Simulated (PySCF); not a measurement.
# C7H9O: g tensor and hyperfine couplings

Compound: C7H9O (doublet state).
Structure used (GFN2-xTB), in Å, numbered top down from 1:
```xyz
17
C7H9O angstrom
O      2.0934    0.4678   -1.1165
C      0.9273    0.6520   -0.3870
C      0.6628   -0.3652    0.7515
C      0.3554   -1.6184   -0.0735
C     -0.2458   -1.1808   -1.1564
C     -0.4008    0.3009   -1.1213
C     -1.4241    0.5945   -0.0054
C     -0.6901    0.1472    1.2753
H      2.0972   -0.4418   -1.4463
H      0.9545    1.6879   -0.0410
H      1.4399   -0.4829    1.5034
H      0.5762   -2.6157    0.2512
H     -0.5850    0.8061   -2.0644
H     -1.6546    1.6595    0.0181
H     -2.3513    0.0458   -0.1635
H     -1.2294   -0.6314    1.8127
H     -0.5324    0.9868    1.9528
```

The hyperfine couplings belong to this conformer and change with its torsions.

The species is `O[C@@H]1[C@@H]2C=[C][C@H]1CC2` [radical].

Level of theory: UKS B3LYP, pcH-1 on C H O, non-relativistic, mean-field spin-orbit, GIAO (PySCF 2.14.0). Geometry: GFN2-xTB, one conformer, isolated molecule. Couplings are sensitive to structure, and on GFN2-xTB geometries they can be far from those on DFT ones. No stability test was run, so a lower SCF solution isn't excluded.

```
g1, g2, g3        : 2.00166, 2.00221, 2.00295
g_iso             : 2.00227
Form of g         : rhombic: the two nearest values differ by 43 % of g3 − g1
⟨S²⟩              : 0.7592 (exact 0.7500)
α and β electrons : 30, 29
Total energy      : -347.28073 Eh
Basis functions   : 290
```

Hyperfine couplings atom by atom, in 10⁻⁴ cm⁻¹; T1 to T3 are the principal values of the dipolar part (1 × 10⁻⁴ cm⁻¹ = 2.998 MHz):

```
atom  isotope  a_iso     T1     T2    T3  Mulliken spin population
  O1      17O   -0.1   -0.6    0.2   0.3                      0.00
  C2      13C    7.9   -1.5   -1.2   2.7                      0.03
  C3      13C   15.0   -2.8   -2.2   5.0                      0.08
  C4      13C    4.0   -7.4    0.2   7.2                     -0.12
  C5      13C  137.4  -25.2  -18.2  43.5                      0.97
  C6      13C   10.4   -3.2   -2.5   5.7                      0.00
  C7      13C    0.9   -0.5   -0.5   1.0                      0.00
  C8      13C   -2.7   -0.4   -0.1   0.5                     -0.01
  H9       1H    0.4   -1.4   -0.9   2.3                      0.00
 H10       1H    3.4   -1.1   -0.4   1.5                      0.00
 H11       1H    2.5   -1.5   -0.4   2.0                      0.00
 H12       1H   15.1   -2.2   -1.5   3.7                      0.02
 H13       1H    6.3   -2.4   -2.0   4.3                      0.01
 H14       1H    2.4   -0.6   -0.5   1.1                      0.00
 H15       1H    0.6   -1.3   -0.9   2.2                      0.00
 H16       1H    0.2   -0.7   -0.5   1.2                      0.00
 H17       1H    1.9   -0.5   -0.3   0.8                      0.00
```

Largest spin populations (Mulliken): C5 (+0.97), C4 (-0.12) and C3 (+0.08). No atom but C5 exceeds +0.15. The positive populations add up to 1.13 and the negative ones to -0.13, together 2S = 1.

Axes: g1 points within 11° of the C4–H12 bond.

Under fast tumbling the dipolar parts average out, and these isotropic splittings remain (the largest six): 1 × 1H (H12, I = 1/2, 2 lines) with 1.61 mT, 1 × 1H (H13, I = 1/2, 2 lines) with 0.68 mT, 1 × 1H (H10, I = 1/2, 2 lines) with 0.36 mT, 1 × 1H (H11, I = 1/2, 2 lines) with 0.26 mT, 1 × 1H (H14, I = 1/2, 2 lines) with 0.26 mT and 1 × 1H (H17, I = 1/2, 2 lines) with 0.20 mT.

The 13C coupling of C5 (412.0 MHz) shows only in satellite lines or after enrichment, since that isotope makes up about 1.07 % of natural carbon.

The spin density at the nucleus, in bohr⁻³, is negative for C8 (-0.0072), for instance. A restricted open-shell determinant has no negative spin density anywhere; here it arises because α and β orbitals differ (spin polarisation).
